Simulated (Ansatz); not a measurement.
Problem. Predict a relaxed structure of (F)3Ti-O-SiH3 (TiSiOF3H3), charge 0, singlet, at r2SCAN-D4/def2-SVP (Ansatz).

Solution. 
```xyz
9

Ti   -1.202    0.455   -1.098
F    -1.270   -0.701   -2.402
F    -0.832    2.031   -1.745
F    -2.750    0.510   -0.297
O     0.046   -0.022    0.053
Si    1.245   -0.472    1.139
H     0.657   -0.527    2.507
H     1.766   -1.812    0.751
H     2.339    0.537    1.091
```
Point group C3 (tolerance 0.1 Å). The metal has 4 neighbours: F 1.74 Å, F 1.74 Å, F 1.74 Å, O 1.76 Å. This is one stationary point.
